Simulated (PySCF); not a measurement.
**Converging TlH in the basis (PBE0)**

PySCF, UKS reference; singlet, unpaired electrons none; De to Tl + H without counterpoise correction.

| basis | relativity | functions | Re (Å) | ωe (cm⁻¹) | De (eV) | μ (D) |
| --- | --- | --- | --- | --- | --- | --- |
| cc-pVDZ-PP/cc-pVDZ | scalar-relativistic core potentials | 28 | 1.914 | 1383 | 2.47 | -1.24 |
| def2-SVP | scalar-relativistic core potentials | 31 | 1.917 | 1375 | 2.46 | -1.24 |
| def2-SVPD | scalar-relativistic core potentials | 40 | 1.916 | 1366 | 2.47 | -1.47 |
| aug-cc-pVDZ-PP/aug-cc-pVDZ | scalar-relativistic core potentials | 41 | 1.915 | 1363 | 2.46 | -1.47 |
| cc-pVTZ-PP/cc-pVTZ | scalar-relativistic core potentials | 53 | 1.909 | 1380 | 2.48 | -1.35 |
| def2-TZVPP | scalar-relativistic core potentials | 64 | 1.901 | 1384 | 2.50 | -1.38 |

(1) How does each smaller set differ from the one with most functions, def2-TZVPP?

A positive dipole means Tl(−)H(+). Spin–orbit coupling is left out, which matters for elements this heavy, above all for dissociation energies.

## Answers

(1) cc-pVDZ-PP/cc-pVDZ: +1.3 pm, -0.1 % in ωe, -0.03 eV in De; def2-SVP: +1.6 pm, -0.7 % in ωe, -0.04 eV in De; def2-SVPD: +1.5 pm, -1.3 % in ωe, -0.03 eV in De; aug-cc-pVDZ-PP/aug-cc-pVDZ: +1.4 pm, -1.5 % in ωe, -0.04 eV in De; cc-pVTZ-PP/cc-pVTZ: +0.8 pm, -0.3 % in ωe, -0.02 eV in De. All at PBE0; the set with most functions is neither the basis-set limit nor always the best.
